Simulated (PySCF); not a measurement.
## UHF on Cr⁺ (chromium, charge +1)

Configuration: [Ar] 3d5, high-spin 6S determinant. All numbers are calculated (PySCF 2.14, scalar relativity by spin-free X2C-1e, in cc-pVDZ-DK (6s5p3d1f, 43 functions)).

```
Total energy                        : -1049.432612 hartree
One-electron energy                 : -1441.5814 hartree
Hartree (Coulomb) energy            : 440.2566 hartree
Exchange energy                     : -48.1078 hartree
⟨S²⟩                                : 8.7501
⟨L²⟩                                : 0.000
Sum of ⟨r⟩                          : 16.57 bohr
Sum of ⟨r²⟩                         : 20.92 bohr²
Langevin diamagnetic susceptibility : -16.6 ×10⁻⁶ cm³/mol
Time after the integrals            : 0.09 s of wall time on 1 thread of Neoverse-V2 (shared host)
```

```
shell  electrons  mean orbital energy (eV)  rms radius, mean of both spins (bohr)
 1s α          1                   -6048.5                                 0.0734
 1s β          1                   -6048.5                                 0.0734
 2s α          1                   -730.84                                  0.316
 2s β          1                   -728.20                                  0.316
 2p α          3                   -612.23                                  0.287
 2p β          3                   -609.54                                  0.287
 3s α          1                   -102.79                                  0.974
 3s β          1                   -93.409                                  0.974
 3p α          3                   -69.259                                   1.06
 3p β          3                   -57.677                                   1.06
 3d α          5                   -17.455                                   1.52
```

Densities and radii are taken from the X2C orbitals without a picture-change correction, which distorts them close to the nucleus.
